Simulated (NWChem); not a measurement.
# C$_{3}$H$_{6}$OSi; SMILES C[Si@H]1C=CO1

```xyz
11

C      0.0113    -2.0016    -0.5097
Si     0.0683    -0.4053     0.4666
C      1.0950     1.0320    -0.0753
C     -0.0973     1.6073    -0.3375
O     -1.1449     0.7413    -0.0401
H      0.8617    -2.6459    -0.2541
H      0.0443    -1.8014    -1.5855
H     -0.9058    -2.5611    -0.2899
H     -0.0429    -0.6840     1.9237
H      2.0833     1.4483    -0.2000
H     -0.3817     2.5864    -0.7226
```
Atoms are numbered in this order, from 1.

Program: NWChem. Pople sets run with spherical d functions. All runs use the structure optimised with B3LYP/6-31G* (spherical d). Level: B3LYP/6-31G* with SMD (1 M gas to 1 M solution), gas-phase geometry. Reactions with the solvent are ignored.

For solvent toluene:

- solvation free energy (kcal/mol): -2.2
- cavity-dispersion-structure term (kcal/mol): -0.3
- dipole in solution (D): 1.67

Q: Estimate the same quantities for solvent water.

A: 
| Quantity | Value |
|---|---|
| solvation free energy (kcal/mol) | -0.7 |
| cavity-dispersion-structure term (kcal/mol) | 4.3 |
| dipole in solution (D) | 2.04 |
